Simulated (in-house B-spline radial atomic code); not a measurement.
A fraction x of an electron is moved 5p → 5f in the holmium ion Ho³⁺, starting from [Xe] 4f10 and keeping the highest spin. Method: scalar-relativistic (X2C) B3LYP, spin-polarised, spherical fractional occupations, Fermi nucleus of rms radius 5.2022 fm. Calculated with a B-spline radial code for spherical atoms.

Caution: exact exchange at fractional occupations of open shells leaves self-interaction of up to several eV.

| x | E(x) - E(0) (eV) | 5p down level (eV) | 5f up level (eV) |
| --- | --- | --- | --- |
| 0 | 0.0000 | -55.509 | - |
| 0.125 | 5.8071 | -56.303 | -9.678 |
| 0.25 | ? | ? | ? |
| 0.375 | ? | ? | ? |
| 0.5 | 23.5370 | -58.553 | -10.606 |
| 0.625 | 29.5579 | -59.255 | -10.870 |
| 0.75 | 35.6327 | -59.932 | -11.122 |
| 0.875 | 41.7600 | -60.587 | -11.364 |
| 1 | 47.9379 | -61.219 | -11.599 |

(1) What belongs in the row x = 0.25?

(2) What belongs in the row x = 0.375?

(3) Check Janak's theorem between x = 0.5 and 0.625.

Results:

(1) An energy change of 11.6617 eV; 5p down at -57.077 eV, 5f up at -10.023 eV.

(2) An energy change of 17.5714 eV; 5p down at -57.827 eV, 5f up at -10.326 eV.

(3) The slope of the energy is 48.17 eV; the orbital levels give 48.17 eV (ε of the receiving orbital less ε of the emptying one, averaged over the two points).
